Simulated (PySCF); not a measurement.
C$_{2}$H$_{6}$N, doublet, geometry from GFN2-xTB, with bond 6-2 at 2.0 times its length; R2SCAN/def2-SVP run with PySCF.

PySCF was given this input:
```python
from pyscf import gto, scf, dft

mol = gto.Mole()
mol.atom = '''
    C    -0.10972354   -0.15634997    1.26440068
    N     0.10982201    0.48479466    0.05186353
    C    -0.00538562   -0.28027714   -1.16365005
    H     0.06635704    0.43135103    2.14529827
    H    -0.90801326   -0.87495642    1.27945416
    H     1.71235077    1.72173646    0.07685921
    H     0.81807734   -0.99357777   -1.30516267
    H    -0.02617055    0.40042004   -2.01496601
    H    -0.93943611   -0.84030228   -1.13653354
'''
mol.basis = 'def2-svp'
mol.spin = 1
mol.verbose = 4
mol.build()

mf = dft.UKS(mol)
mf.xc = 'r2scan'
mf.diis = False
mf.damp = 0.3
mf.diis_start_cycle = 200
mf.max_cycle = 150
mf.kernel()
```

The log (banner, timings and long lists left out):

```
PySCF version 2.14.0

[INPUT] verbose = 4
[INPUT] num. atoms = 9
[INPUT] num. electrons = 25
[INPUT] charge = 0
[INPUT] spin (= nelec alpha-beta = 2S) = 1
[INPUT] symmetry False subgroup None
[INPUT] Mole.unit = angstrom
[INPUT] Symbol           X                Y                Z      unit          X                Y                Z       unit  Magmom
[...]
nuclear repulsion = 75.0840631160033
number of shells = 36
number of NR pGTOs = 114
number of NR cGTOs = 72
basis = def2-svp
ecp = {}

******** <class 'pyscf.dft.uks.UKS'> ********
method = UKS
initial guess = minao
damping factor = 0.3
level_shift factor = 0
DIIS disabled
SCF conv_tol = 1e-09
SCF conv_tol_grad = None
SCF max_cycles = 150
direct_scf = True
direct_scf_tol = 1e-13
number electrons alpha = 13  beta = 12
XC library pyscf.dft.libxc version 7.1.2
    S. Lehtola, C. Steigemann, M. J. T. Oliveira, and M. A. L. Marques,  SoftwareX 7, 1–5 (2018)
XC functionals = r2scan
    J. W. Furness, A. D. Kaplan, J. Ning, J. P. Perdew, and J. Sun,  J. Phys. Chem. Lett. 11, 8208–8215 (2020)
    J. W. Furness, A. D. Kaplan, J. Ning, J. P. Perdew, and J. Sun,  J. Phys. Chem. Lett. 11, 9248–9248 (2020)
    J. W. Furness, A. D. Kaplan, J. Ning, J. P. Perdew, and J. Sun,  J. Phys. Chem. Lett. 11, 8208–8215 (2020)
    J. W. Furness, A. D. Kaplan, J. Ning, J. P. Perdew, and J. Sun,  J. Phys. Chem. Lett. 11, 9248–9248 (2020)
radial grids:
    Treutler-Ahlrichs [JCP 102, 346 (1995); DOI:10.1063/1.469408] (M4) radial grids

becke partition: Becke, JCP 88, 2547 (1988); DOI:10.1063/1.454033
pruning grids: <function nwchem_prune>
grids dens level: 3
symmetrized grids: False
atomic radii adjust function: <function treutler_atomic_radii_adjust>
small_rho_cutoff = 0
Set gradient conv threshold to 3.16228e-05
tot grids = 100992
init E= -134.135218216759

cycle= 1 E= -134.201608769658  delta_E= -0.0664  |g|= 0.157  |ddm|=    2
cycle= 2 E= -134.214441240564  delta_E= -0.0128  |g|= 0.107  |ddm|= 0.291
cycle= 3 E= -134.205753004002  delta_E= 0.00869  |g|= 0.176  |ddm|= 0.231
cycle= 4 E= -134.155002771014  delta_E= 0.0508  |g|= 0.356  |ddm|= 0.429
cycle= 5 E= -133.985797584034  delta_E= 0.169  |g|= 0.669  |ddm|= 0.826
cycle= 6 E= -133.547073342704  delta_E= 0.439  |g|= 1.09  |ddm|= 1.46
cycle= 7 E= -133.099460239568  delta_E= 0.448  |g|= 1.46  |ddm|= 1.95
cycle= 8 E= -131.66308384817  delta_E= 1.44  |g|= 1.91  |ddm|= 5.48
cycle= 9 E= -131.459589676003  delta_E= 0.203  |g|= 2.31  |ddm|= 5.73
cycle= 10 E= -130.088989122468  delta_E= 1.37  |g|= 2.23  |ddm|= 7.21
cycle= 11 E= -127.382772147522  delta_E= 2.71  |g|= 3.16  |ddm|=  7.8
cycle= 12 E= -121.420584536502  delta_E= 5.96  |g|= 3.47  |ddm|=    9
cycle= 13 E= -118.910211297261  delta_E= 2.51  |g|= 3.98  |ddm|= 9.41

cycle= 14 E= -108.601806004904  delta_E= 10.3  |g|= 4.58  |ddm|= 13.3
cycle= 15 E= -115.826152491211  delta_E= -7.22  |g|= 4.17  |ddm|= 13.4
cycle= 16 E= -110.316902903281  delta_E= 5.51  |g|= 4.51  |ddm|= 16.3
cycle= 17 E= -116.140916138565  delta_E= -5.82  |g|= 4.15  |ddm|= 16.3
cycle= 18 E= -109.406335235862  delta_E= 6.73  |g|= 4.53  |ddm|= 15.3
cycle= 19 E= -116.154117440321  delta_E= -6.75  |g|= 4.13  |ddm|= 15.3
cycle= 20 E= -109.630335411482  delta_E= 6.52  |g|= 4.43  |ddm|= 15.5
cycle= 21 E= -116.246162378708  delta_E= -6.62  |g|=  4.1  |ddm|= 15.5
cycle= 22 E= -109.738199849867  delta_E= 6.51  |g|= 4.43  |ddm|= 15.3
cycle= 23 E= -116.173117688573  delta_E= -6.43  |g|= 4.11  |ddm|= 15.3
cycle= 24 E= -109.535267897635  delta_E= 6.64  |g|= 4.48  |ddm|= 15.1
cycle= 25 E= -115.561758725766  delta_E= -6.03  |g|= 4.21  |ddm|= 15.1
cycle= 26 E= -109.329992317154  delta_E= 6.23  |g|= 4.37  |ddm|= 15.1
cycle= 27 E= -114.357481024799  delta_E= -5.03  |g|= 4.35  |ddm|= 15.2
cycle= 28 E= -110.786657606153  delta_E= 3.57  |g|= 4.27  |ddm|= 15.2
cycle= 29 E= -113.685157880218  delta_E= -2.9  |g|= 4.39  |ddm|= 15.2
cycle= 30 E= -111.781800472736  delta_E=  1.9  |g|= 4.28  |ddm|= 13.4
cycle= 31 E= -112.146405560912  delta_E= -0.365  |g|= 4.58  |ddm|= 13.7
cycle= 32 E= -113.201997239752  delta_E= -1.06  |g|= 4.22  |ddm|= 10.1
cycle= 33 E= -109.26383771916  delta_E= 3.94  |g|= 4.79  |ddm|=   13
cycle= 34 E= -113.393147448723  delta_E= -4.13  |g|= 4.27  |ddm|= 12.2
cycle= 35 E= -108.106153870729  delta_E= 5.29  |g|= 4.38  |ddm|= 15.2
cycle= 36 E= -112.453126675763  delta_E= -4.35  |g|= 4.26  |ddm|= 15.1
cycle= 37 E= -106.647127047835  delta_E= 5.81  |g|= 4.37  |ddm|= 15.7
cycle= 38 E= -112.451705196665  delta_E= -5.8  |g|= 4.25  |ddm|= 15.6
cycle= 39 E= -106.902571765803  delta_E= 5.55  |g|= 4.35  |ddm|= 15.8
cycle= 40 E= -112.464181247284  delta_E= -5.56  |g|= 4.25  |ddm|= 15.8
cycle= 41 E= -106.858463729505  delta_E= 5.61  |g|= 4.36  |ddm|= 15.8
cycle= 42 E= -112.462467916492  delta_E= -5.6  |g|= 4.25  |ddm|= 15.8
cycle= 43 E= -106.866413975817  delta_E=  5.6  |g|= 4.36  |ddm|= 15.8
cycle= 44 E= -112.462078956256  delta_E= -5.6  |g|= 4.25  |ddm|= 15.8
cycle= 45 E= -106.862689620664  delta_E=  5.6  |g|= 4.36  |ddm|= 15.8
cycle= 46 E= -112.461645793908  delta_E= -5.6  |g|= 4.25  |ddm|= 15.8
cycle= 47 E= -106.86274097982  delta_E=  5.6  |g|= 4.36  |ddm|= 15.8
cycle= 48 E= -112.461470094015  delta_E= -5.6  |g|= 4.25  |ddm|= 15.8
cycle= 49 E= -106.86231968233  delta_E=  5.6  |g|= 4.36  |ddm|= 15.8
cycle= 50 E= -112.461374002948  delta_E= -5.6  |g|= 4.25  |ddm|= 15.8
cycle= 51 E= -106.862231878572  delta_E=  5.6  |g|= 4.36  |ddm|= 15.8
cycle= 52 E= -112.461331568808  delta_E= -5.6  |g|= 4.25  |ddm|= 15.8
cycle= 53 E= -106.862165421181  delta_E=  5.6  |g|= 4.36  |ddm|= 15.8
cycle= 54 E= -112.461311242264  delta_E= -5.6  |g|= 4.25  |ddm|= 15.8
cycle= 55 E= -106.862141257154  delta_E=  5.6  |g|= 4.36  |ddm|= 15.8
cycle= 56 E= -112.461302046596  delta_E= -5.6  |g|= 4.25  |ddm|= 15.8
cycle= 57 E= -106.862128657668  delta_E=  5.6  |g|= 4.36  |ddm|= 15.8
cycle= 58 E= -112.461297790024  delta_E= -5.6  |g|= 4.25  |ddm|= 15.8
cycle= 59 E= -106.862123268155  delta_E=  5.6  |g|= 4.36  |ddm|= 15.8
[...]
cycle= 68 E= -112.461294285059  delta_E= -5.6  |g|= 4.25  |ddm|= 15.8
cycle= 69 E= -106.862118688329  delta_E=  5.6  |g|= 4.36  |ddm|= 15.8
cycle= 70 E= -112.461294246291  delta_E= -5.6  |g|= 4.25  |ddm|= 15.8
cycle= 71 E= -106.862118638072  delta_E=  5.6  |g|= 4.36  |ddm|= 15.8
cycle= 72 E= -112.461294228577  delta_E= -5.6  |g|= 4.25  |ddm|= 15.8
cycle= 73 E= -106.862118615089  delta_E=  5.6  |g|= 4.36  |ddm|= 15.8
cycle= 74 E= -112.461294220483  delta_E= -5.6  |g|= 4.25  |ddm|= 15.8
cycle= 75 E= -106.862118604591  delta_E=  5.6  |g|= 4.36  |ddm|= 15.8
cycle= 76 E= -112.461294216785  delta_E= -5.6  |g|= 4.25  |ddm|= 15.8
cycle= 77 E= -106.862118599795  delta_E=  5.6  |g|= 4.36  |ddm|= 15.8
cycle= 78 E= -112.461294215094  delta_E= -5.6  |g|= 4.25  |ddm|= 15.8
cycle= 79 E= -106.862118597604  delta_E=  5.6  |g|= 4.36  |ddm|= 15.8
cycle= 80 E= -112.461294214322  delta_E= -5.6  |g|= 4.25  |ddm|= 15.8
cycle= 81 E= -106.8621185966  delta_E=  5.6  |g|= 4.36  |ddm|= 15.8
cycle= 82 E= -112.46129421397  delta_E= -5.6  |g|= 4.25  |ddm|= 15.8
cycle= 83 E= -106.862118596142  delta_E=  5.6  |g|= 4.36  |ddm|= 15.8
cycle= 84 E= -112.461294213808  delta_E= -5.6  |g|= 4.25  |ddm|= 15.8
cycle= 85 E= -106.862118595933  delta_E=  5.6  |g|= 4.36  |ddm|= 15.8
cycle= 86 E= -112.461294213735  delta_E= -5.6  |g|= 4.25  |ddm|= 15.8
cycle= 87 E= -106.862118595838  delta_E=  5.6  |g|= 4.36  |ddm|= 15.8
cycle= 88 E= -112.461294213701  delta_E= -5.6  |g|= 4.25  |ddm|= 15.8
cycle= 89 E= -106.862118595794  delta_E=  5.6  |g|= 4.36  |ddm|= 15.8
cycle= 90 E= -112.461294213686  delta_E= -5.6  |g|= 4.25  |ddm|= 15.8
cycle= 91 E= -106.862118595775  delta_E=  5.6  |g|= 4.36  |ddm|= 15.8
cycle= 92 E= -112.46129421368  delta_E= -5.6  |g|= 4.25  |ddm|= 15.8
cycle= 93 E= -106.862118595765  delta_E=  5.6  |g|= 4.36  |ddm|= 15.8
cycle= 94 E= -112.461294213676  delta_E= -5.6  |g|= 4.25  |ddm|= 15.8
cycle= 95 E= -106.862118595761  delta_E=  5.6  |g|= 4.36  |ddm|= 15.8
cycle= 96 E= -112.461294213675  delta_E= -5.6  |g|= 4.25  |ddm|= 15.8
cycle= 97 E= -106.862118595759  delta_E=  5.6  |g|= 4.36  |ddm|= 15.8
cycle= 98 E= -112.461294213674  delta_E= -5.6  |g|= 4.25  |ddm|= 15.8
cycle= 99 E= -106.862118595759  delta_E=  5.6  |g|= 4.36  |ddm|= 15.8
cycle= 100 E= -112.461294213673  delta_E= -5.6  |g|= 4.25  |ddm|= 15.8
cycle= 101 E= -106.862118595758  delta_E=  5.6  |g|= 4.36  |ddm|= 15.8
cycle= 102 E= -112.461294213673  delta_E= -5.6  |g|= 4.25  |ddm|= 15.8
cycle= 103 E= -106.862118595758  delta_E=  5.6  |g|= 4.36  |ddm|= 15.8
cycle= 104 E= -112.461294213673  delta_E= -5.6  |g|= 4.25  |ddm|= 15.8
cycle= 105 E= -106.862118595757  delta_E=  5.6  |g|= 4.36  |ddm|= 15.8
cycle= 106 E= -112.461294213673  delta_E= -5.6  |g|= 4.25  |ddm|= 15.8
cycle= 107 E= -106.862118595758  delta_E=  5.6  |g|= 4.36  |ddm|= 15.8
cycle= 108 E= -112.461294213673  delta_E= -5.6  |g|= 4.25  |ddm|= 15.8
cycle= 109 E= -106.862118595756  delta_E=  5.6  |g|= 4.36  |ddm|= 15.8
cycle= 110 E= -112.461294213673  delta_E= -5.6  |g|= 4.25  |ddm|= 15.8
cycle= 111 E= -106.862118595757  delta_E=  5.6  |g|= 4.36  |ddm|= 15.8
cycle= 112 E= -112.461294213674  delta_E= -5.6  |g|= 4.25  |ddm|= 15.8
cycle= 113 E= -106.862118595757  delta_E=  5.6  |g|= 4.36  |ddm|= 15.8
cycle= 114 E= -112.461294213674  delta_E= -5.6  |g|= 4.25  |ddm|= 15.8
cycle= 115 E= -106.862118595757  delta_E=  5.6  |g|= 4.36  |ddm|= 15.8
cycle= 116 E= -112.461294213673  delta_E= -5.6  |g|= 4.25  |ddm|= 15.8
cycle= 117 E= -106.862118595757  delta_E=  5.6  |g|= 4.36  |ddm|= 15.8
cycle= 118 E= -112.461294213673  delta_E= -5.6  |g|= 4.25  |ddm|= 15.8
cycle= 119 E= -106.862118595757  delta_E=  5.6  |g|= 4.36  |ddm|= 15.8
cycle= 120 E= -112.461294213673  delta_E= -5.6  |g|= 4.25  |ddm|= 15.8
cycle= 121 E= -106.862118595757  delta_E=  5.6  |g|= 4.36  |ddm|= 15.8
cycle= 122 E= -112.461294213674  delta_E= -5.6  |g|= 4.25  |ddm|= 15.8
cycle= 123 E= -106.862118595757  delta_E=  5.6  |g|= 4.36  |ddm|= 15.8
cycle= 124 E= -112.461294213674  delta_E= -5.6  |g|= 4.25  |ddm|= 15.8
cycle= 125 E= -106.862118595757  delta_E=  5.6  |g|= 4.36  |ddm|= 15.8
cycle= 126 E= -112.461294213674  delta_E= -5.6  |g|= 4.25  |ddm|= 15.8
cycle= 127 E= -106.862118595758  delta_E=  5.6  |g|= 4.36  |ddm|= 15.8
cycle= 128 E= -112.461294213674  delta_E= -5.6  |g|= 4.25  |ddm|= 15.8
cycle= 129 E= -106.862118595756  delta_E=  5.6  |g|= 4.36  |ddm|= 15.8
cycle= 130 E= -112.461294213673  delta_E= -5.6  |g|= 4.25  |ddm|= 15.8
cycle= 131 E= -106.862118595757  delta_E=  5.6  |g|= 4.36  |ddm|= 15.8
cycle= 132 E= -112.461294213673  delta_E= -5.6  |g|= 4.25  |ddm|= 15.8
cycle= 133 E= -106.862118595757  delta_E=  5.6  |g|= 4.36  |ddm|= 15.8
cycle= 134 E= -112.461294213674  delta_E= -5.6  |g|= 4.25  |ddm|= 15.8
cycle= 135 E= -106.862118595757  delta_E=  5.6  |g|= 4.36  |ddm|= 15.8
cycle= 136 E= -112.461294213673  delta_E= -5.6  |g|= 4.25  |ddm|= 15.8
cycle= 137 E= -106.862118595756  delta_E=  5.6  |g|= 4.36  |ddm|= 15.8
cycle= 138 E= -112.461294213673  delta_E= -5.6  |g|= 4.25  |ddm|= 15.8
cycle= 139 E= -106.862118595758  delta_E=  5.6  |g|= 4.36  |ddm|= 15.8
cycle= 140 E= -112.461294213674  delta_E= -5.6  |g|= 4.25  |ddm|= 15.8
cycle= 141 E= -106.862118595758  delta_E=  5.6  |g|= 4.36  |ddm|= 15.8
cycle= 142 E= -112.461294213673  delta_E= -5.6  |g|= 4.25  |ddm|= 15.8
cycle= 143 E= -106.862118595757  delta_E=  5.6  |g|= 4.36  |ddm|= 15.8
cycle= 144 E= -112.461294213674  delta_E= -5.6  |g|= 4.25  |ddm|= 15.8
cycle= 145 E= -106.862118595757  delta_E=  5.6  |g|= 4.36  |ddm|= 15.8
cycle= 146 E= -112.461294213673  delta_E= -5.6  |g|= 4.25  |ddm|= 15.8
cycle= 147 E= -106.862118595757  delta_E=  5.6  |g|= 4.36  |ddm|= 15.8
cycle= 148 E= -112.461294213674  delta_E= -5.6  |g|= 4.25  |ddm|= 15.8
cycle= 149 E= -106.862118595756  delta_E=  5.6  |g|= 4.36  |ddm|= 15.8
cycle= 150 E= -112.461294213673  delta_E= -5.6  |g|= 4.25  |ddm|= 15.8
SCF not converged.
SCF energy = -112.461294213673 after 150 cycles  <S^2> = 0.75121123  2S+1 = 2.0012109
```

Convergence was not reached.
